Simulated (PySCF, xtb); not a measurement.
HOSn, SMILES [OH+]=[Sn] (connectivity only; charge and spin as stated), charge +1, multiplicity 1.

xtb with GFN2-xTB at its own geometry gives an orbital gap of 5.46 eV.

Coordinates come from a B3LYP-D3(BJ)/def2-TZVP optimisation. The isomer is the one that the SMILES or the coordinates give; other isomers of the formula were not compared. The def2 effective core potentials stand for the cores of Sn; spin–orbit coupling is left out.

Problem. What does ωB97X/def2-TZVPD (PySCF) give? (An estimate is asked for; the answer gives what the named calculation found.)

Solution. gap 11.39 eV (levels -17.86 and -6.47 eV).
